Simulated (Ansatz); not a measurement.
Cost and result up the ladder for Cu2Au (3 atoms). The state is a doublet with charge 0. Geometry: PBE0-D4/def2-TZVP.

Cartesian coordinates in Å:
```
Au -1.452 0.383 0.019
Cu 0.463 -1.161 -0.603
Cu 0.989 0.778 0.584
```

Ansatz on 4 threads of Arm Neoverse V2 on a shared host. Times are rough, and most runs start from the orbitals of an earlier one. r2SCAN0-D4/def2-TZVP serves as the yardstick here, not as an exact answer. Differences are given only for rows in sets of like size (and for xTB, whose basis is part of the method), since another set adds its own error. Binding counts from free atoms at the same level (Au doublet, Cu doublet; other spins of the atoms weren't run), without zero-point energy or a counterpoise term.

In the def2 sets Au takes a core potential; there is no spin–orbit coupling. Correlated methods freeze 18 core orbitals; core or outer-core shells of Au are correlated, in sets that lack core-valence functions. The structure comes from a short search, and lower isomers may exist.

Correlated methods converge slowly with the basis.

```tsv
level	functions	wall time	binding energy per atom (eV)	difference from r2SCAN0-D4/def2-TZVP (eV)
PBE-D4/def2-SVP	94	2.1 s	1.60	–
revPBE-D4/def2-TZVP	130	2.7 s	1.21	0.03
PBE0-D4/def2-SVP	94	3 s	1.34	–
PBE-D4/def2-TZVP (with forces)	130	3.2 s	1.33	0.15
PBE-D4/def2-TZVPD	139	3.3 s	1.34	0.16
BLYP-D4/def2-TZVP	130	3.3 s	1.23	0.05
PBE0-D4/def2-TZVP	130	4.6 s	1.16	-0.03
RPA@PBE/def2-TZVP	130	5.5 s	1.01	-0.17
PBE-QIDH/def2-TZVP	130	6.5 s	1.13	-0.05
r2SCAN-D4/def2-TZVP	130	7 s	1.36	0.18
r2SCAN-D4/def2-TZVPD	139	7.5 s	1.37	0.19
r2SCANh-D4/def2-TZVP	130	8.5 s	1.28	0.10
r2SCAN0-D4/def2-TZVP	130	8.5 s	1.18	0.00
CCSD(T)/def2-TZVP	130	35 s	1.15	-0.03
```
